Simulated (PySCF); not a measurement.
Problem. Give a PBE0-D3(BJ)/def2-SVP geometry of HgMe2 (`[CH3][Hg][CH3]`). (Singlet state.)

Solution. 
```xyz
9
C2H6Hg angstrom
Hg     0.014   -0.010   -0.003
C      0.005   -0.032    2.101
H     -0.456    0.885    2.497
H      1.031   -0.099    2.496
H     -0.565   -0.895    2.480
C      0.025    0.016   -2.106
H     -1.003    0.000   -2.503
H      0.560   -0.859   -2.506
H      0.522    0.924   -2.481
```

Any rigid rotation of these coordinates is as good. Atoms count from 1 in this order. 

Bonds between heavy atoms (Å): Hg1–C2 2.104, Hg1–C6 2.103.

The calculation used PBE0-D3(BJ)/def2-SVP geometry optimisation, gas phase, def2 core potentials past Kr in PySCF.

Point group: near D3d, missed by 0.09 Å at most; the miss may be what the optimiser left on a soft mode (D3 holds within 0.08 Å). No frequency check.

***

**Question.** Write Cartesian coordinates for `Cl[Si](Cl)(I)I` as optimised with PBE0-D3(BJ)/def2-SVP.

**Answer.** 
```xyz
5
Cl2I2Si angstrom
Cl    -0.6633   -1.1525   -1.6221
Si    -0.0338   -0.0640   -0.0053
Cl    -0.7402   -0.9681    1.6915
I      2.3906   -0.0294    0.0421
I     -0.9277    2.1863   -0.1433
```

Any rigid rotation of these coordinates is as good. Atoms count from 1 in this order. Si2 (chlorine-bound silicon) is tetrahedral (angles from 108.3° to 110.9°).

Bonds between heavy atoms (Å): Cl1–Si2 2.048, Si2–Cl3 2.048, Si2–I4 2.425, Si2–I5 2.425.

Computed, not measured: PBE0-D3(BJ)/def2-SVP geometry optimisation, gas phase, def2 core potentials past Kr (PySCF 2.14.0).

Point group: C2v (tolerance 0.08 Å). No frequency check.
